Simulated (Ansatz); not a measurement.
`O[SiH2][S][GeH3]`. Total charge 0; spin multiplicity 1. All single points use the PBE0-D4/def2-TZVP geometry. It is one conformer, not always the lowest.

```xyz
10

O    -2.335    0.191    0.558
Si   -0.931    1.040    0.549
S     0.150    0.875   -1.282
Ge    1.477   -0.818   -0.708
H    -2.303   -0.735    0.312
H    -0.029    0.585    1.643
H    -1.327    2.452    0.724
H     2.534   -0.344    0.298
H     2.131   -1.302   -2.008
H     0.634   -1.944   -0.084
```

Q: What is the dipole moment at ωB97M-V/def2-TZVPP? (An estimate is asked.)

A: Ansatz gave: 2.09 D, with components (0.95, -1.83, 0.34) D in this frame, pointing from negative to positive charge.

Q: And with PBE, r2SCAN, B3LYP? (Estimate.)

A: Computed: PBE 1.98 D, r2SCAN 2.06 D, B3LYP 2.04 D.

Q: Give the Mulliken charges with ωB97M-V, r2SCAN, B3LYP in def2-TZVPP. (Best estimate.)

A: The calculation gave: 
| atom | ωB97M-V | r2SCAN | B3LYP |
| --- | --- | --- | --- |
| O1 | -0.37 | -0.40 | -0.38 |
| Si2 | 0.40 | 0.53 | 0.51 |
| S3 | -0.31 | -0.38 | -0.35 |
| Ge4 | 0.09 | 0.22 | 0.18 |
| H5 | 0.18 | 0.20 | 0.18 |
| H6 | -0.05 | -0.09 | -0.09 |
| H7 | -0.02 | -0.07 | -0.07 |
| H8 | 0.03 | 0.00 | 0.01 |
| H9 | 0.04 | 0.01 | 0.01 |
| H10 | 0.02 | -0.01 | -0.01 |

B3LYP here is the variant with VWN-RPA as its local correlation; programs differ in this.
